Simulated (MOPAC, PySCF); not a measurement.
C10H9BS, SMILES `c12c(sc(B)c2)cccc1C=C`, neutral singlet in the gas phase. 

Cartesian coordinates (Å):
```xyz
21

B      4.0592    -0.3151     0.3408
C      2.5680    -0.5847     0.1867
C      1.5516     0.3527     0.1084
C      0.2424    -0.1987    -0.0371
C     -1.0137     0.4723    -0.1419
C     -1.0694     1.9421    -0.1180
C     -2.1453     2.6917     0.1640
C     -2.1587    -0.3162    -0.2719
C     -2.0947    -1.7215    -0.2877
C     -0.8817    -2.3920    -0.1828
C      0.2858    -1.6256    -0.0596
S      1.9142    -2.2201     0.0865
H      4.8576    -1.2169     0.3970
H      4.4361     0.8296     0.4057
H      1.7649     1.4205     0.1621
H     -0.1319     2.4575    -0.3482
H     -2.0900     3.7825     0.1427
H     -3.1088     2.2517     0.4356
H     -3.1301     0.1678    -0.3862
H     -3.0184    -2.2951    -0.3950
H     -0.8370    -3.4824    -0.2010
```
Charge 0, multiplicity 1.

All levels are single points at this geometry (B3LYP-D3(BJ)/def2-SVP); Pople sets use spherical d functions. Orbital energies aren't observables, and empty levels follow the basis.

TPSSh-D3(BJ)/def2-TZVP in PySCF gives gap (eV) = 3.11.

### Question
Estimate the gap (eV) from each of these levels: B3LYP/6-31G* in PySCF; BP86/6-31G* in PySCF; HF/3-21G in PySCF; PM3 in MOPAC; PM6 in MOPAC.

### Answer

| level | gap (eV) |
|---|---|
| B3LYP/6-31G* in PySCF | 3.69 |
| BP86/6-31G* in PySCF | 2.41 |
| HF/3-21G in PySCF | 9.05 |
| PM3 in MOPAC | 7.29 |
| PM6 in MOPAC | 7.26 |
